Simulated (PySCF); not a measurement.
**Predicted spectroscopic data**

Calculated, not measured (PySCF 2.14): GFN2-xTB geometry, NMR shieldings at PBE0/pcSseg-1/GIAO. Non-relativistic Hamiltonian, no solvent, one computed conformer, averaged over atoms made equivalent by symmetry, fast rotation or ring inversion.

δ = σ(ref) − σ, references computed at the same level: TMS for ¹H (σref 31.72), ¹³C (σref 186.93). Where no couplings were computed, multiplicities follow the n + 1 count of equivalent neighbours, and m marks all less simple cases (inequivalent or close neighbours, rings, F or P nearby). Acid and N–H amide carbonyl carbons lie up to 10 ppm further downfield in solution (hydrogen bonding). Shifts are as computed. Against solution values, carbons near 30 ppm lie about +3 ppm off and those near 130 ppm about +5 ppm. Of 1211 compounds with measured shifts, 218 miss one by over three times the rms of a fit or turn the order of signals round; such compounds aren't used in these exercises. OH and NH positions are gas-phase values without hydrogen bonding to other molecules.

**1.** 1-methylallyl acetate, C$_{6}$H$_{10}$O$_{2}$. ¹H NMR (400 MHz, computed): δ 6.29 (m, 1H), 5.52 (m, 1H), 5.41 (m, 1H), 5.40 (m, 1H), 2.08 (s, 3H), 1.30 (d, 3H). ¹³C{¹H} NMR (computed): δ 175.2 (C), 147.9 (CH), 122.8 (CH2), 76.6 (CH), 24.0 (CH3), 23.8 (CH3).

**2.** methylacetylacetone (SMILES CC(=O)C(C)C(C)=O). ¹H NMR (400 MHz, computed): δ 3.69 (q, 1H), 2.23 (s, 6H), 1.40 (d, 3H). ¹³C{¹H} NMR (computed): δ 210.2, 69.9, 28.8, 15.4.

**3.** SMILES C/C=C(/C)CC(=O)O, C$_{6}$H$_{10}$O$_{2}$. ¹H NMR (400 MHz, computed): δ 5.87 (br s, 1H), 5.86 (q, 1H), 2.96 (s, 2H), 2.04 (s, 3H), 1.95 (d, 3H). ¹³C{¹H} NMR (computed): δ 174.8 (C), 139.6 (C), 130.2 (CH), 40.1 (CH2), 26.2 (CH3), 15.0 (CH3).
